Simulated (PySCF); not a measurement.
C₂H₇PSi.
Atom-mapped SMILES: `[PH2:1][SiH:2]1[CH2:3][CH2:4]1`

Probes without a nucleus sit at each ring's centroid and 1 Å off its mean plane on both sides; NICS is minus the shielding there, NICSzz its component along the normal. Level: GIAO KT2/pcSseg-2 (PySCF, non-relativistic, gas phase) on the PBE0-D3(BJ)/def2-SVP geometry, one conformer.

Ring bond lengths (Å): Si2–C3 1.866, C3–C4 1.532, C4–Si2 1.866.

Q: Give the NICS values of each ring in ppm.

A: 
```json
{"ring": "Si2–C3–C4", "type": "3-membered ring with Si; formal bonds all single", "NICS(0)": "-28.0", "NICS(1), two faces": "-8.2 / -8.2", "NICS(1)zz, two faces": "-18.2 / -17.4", "rms pucker (Å)": "0.00", "centre to ring atoms, mean (Å)": "1.01"}
```

Q: What do they say, and how far can they be read as aromaticity?

A: 
- Si2–C3–C4: mean NICS(1)zz -17.8 ppm, shielded. Si2, C3, C4 have four or more neighbours, so the value isn't read as a sign of a π ring current. NICS(0) lies 20 ppm below the mean NICS(1).

Q: How shielded are the nuclei of the rings and their hydrogens (means over atoms taken as equivalent)?

A: 
```json
{"atoms": "Si2", "environment": "SiH silicon", "σ isotropic (ppm)": "483.4", "principal values of the symmetric part, first atom (ppm)": "365.6, 386.3, 698.2"}
{"atoms": "C3 (×2)", "environment": "sp3 carbon bound to silicon", "σ isotropic (ppm)": "186.0", "principal values of the symmetric part, first atom (ppm)": "164.8, 181.1, 212.1"}
{"atoms": "H on Si2", "environment": "Si–H hydrogen", "σ isotropic (ppm)": "27.88", "principal values of the symmetric part, first atom (ppm)": "21.5, 25.6, 36.6"}
{"atoms": "H on C3 (×2)", "environment": "methylene hydrogen", "σ isotropic (ppm)": "30.60", "principal values of the symmetric part, first atom (ppm)": "25.7, 26.9, 39.3"}
{"atoms": "H on C3 (×2)", "environment": "methylene hydrogen", "σ isotropic (ppm)": "30.35", "principal values of the symmetric part, first atom (ppm)": "25.1, 26.0, 39.9"}
```

Q: How do the values depend on the level or the medium?

A: 
```
              level  NICS(0), Si2–C3–C4  mean NICS(1)zz, Si2–C3–C4
  KT2/pcSseg-2, gas               -28.0                      -17.8
 PBE0/pcSseg-1, gas               -28.6                      -17.6
B3LYP/pcSseg-2, gas               -27.6                      -17.7
B97-D/pcSseg-2, gas               -27.9                      -17.6
 BLYP/pcSseg-2, gas               -27.5                      -17.6
 BP86/pcSseg-2, gas               -28.4                      -18.0
   HF/pcSseg-2, gas               -26.8                      -17.6
  KT3/pcSseg-2, gas               -27.5                      -17.4
```

The geometry is the same throughout.

Shape of the structure used: `[PH2:1][SiH:2]1[CH2:3][CH2:4]1`: H–P1–Si2–C3 -159°, H–P1–Si2–C3 106°.
